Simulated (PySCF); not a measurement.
**Potassium: a sound run and one with changed settings**

Sound run: K [Ar] 4s1, K⁺ [Ar]. All numbers are calculated (PySCF 2.14, the spin-free X2C one-electron Hamiltonian (Gaussian nucleus), in x2c-TZVPall (6s4p3d, 33 functions)). The sound run starts from symmetry-adapted Hartree-Fock orbitals and uses a fine grid where one is needed.

A second run was set up differently.

```csv
species,method,sound run (hartree),changed run (hartree),converged
K,UHF,-601.44941,-601.44941,yes
K,MN15,-602.36502,-602.42869,yes
K,TPSS,-602.23151,-602.23464,yes
K⁺,UHF,-601.30155,-601.30155,yes
K⁺,MN15,-602.21084,-602.27086,yes
K⁺,TPSS,-602.07499,-602.07764,yes
```

Ionisation energy of K:

```
method  sound run (eV)  changed run (eV)
   UHF           4.023             4.023
  MN15           4.195             4.295
  TPSS           4.259             4.272
```

(1) What was changed?
A. all electrons correlated in a valence basis
B. a valence shell is frozen
C. radial grid too coarse
D. level shift left on

Answers

(1) C. It used radial step 0.5 in ln r (0.13 in the sound run). A coarse radial grid mis-integrates the density and the exchange-correlation energy, with errors of either sign; Hartree-Fock needs no grid.
